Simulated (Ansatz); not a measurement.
Reaction (ligand exchange at the Si–N bond): `N[SiH]([AlH2])[SiH3]` + `O[SiH3]` → `[AlH2][SiH]([SiH3])O[SiH3]` + NH₃

Calculated with Ansatz (gas phase, PBE0-D4/def2-TZVP geometries, no zero-point term in ΔE). CCSD(T)/CBS adds triple-zeta CCSD(T) − MP2 to the extrapolated MP2 energy (def2 sets, frozen cores). This one scheme is used for every species. Functionals use def2-TZVPP. B3LYP here is the variant with VWN-RPA as its local correlation; programs differ in this. One conformer a species, not always the lowest.

| level | ΔE (kcal/mol) | difference from CCSD(T)/CBS |
| --- | --- | --- |
| r2SCAN-D4 | -14.6 | 0.7 |
| PBE0-D4 | -14.2 | 1.1 |
| B3LYP-D4 | -16.1 | -0.8 |
| B2PLYP | -15.0 | 0.3 |
| PBE | -12.5 | 2.8 |
| r2SCAN | -14.3 | 1.0 |
| B3LYP | -14.6 | 0.7 |
| HF/def2-TZVPP | -16.9 | -1.6 |
| MP2/def2-TZVPP | -15.1 | 0.2 |
| SCS-MP2/def2-TZVPP | -15.6 | -0.3 |
| CCSD/def2-TZVPP | -15.6 | -0.3 |
| HF/def2-QZVPP | -17.2 | -1.9 |
| MP2/def2-QZVPP | -15.2 | 0.1 |
| HF/CBS(def2) | -17.3 | -2.0 |
| MP2/CBS(def2) | -15.1 | 0.2 |
| CCSD/CBS(def2) | -15.6 | -0.3 |
| CCSD(T)/CBS | -15.3 | 0 |

Largest T1 diagnostic among the species: 0.013.

The D4 term adds −1.5 kcal/mol with B3LYP and −0.9 kcal/mol with PBE0; it sums over pairs of atoms, weighted by their polarisabilities, and B3LYP, whose exchange is more repulsive, gets the larger term. In def2-TZVPP, CCSD(T) changes the Hartree–Fock value by +1.6 kcal/mol (the triples alone add +0.2 kcal/mol) and MP2 by +1.8 kcal/mol.
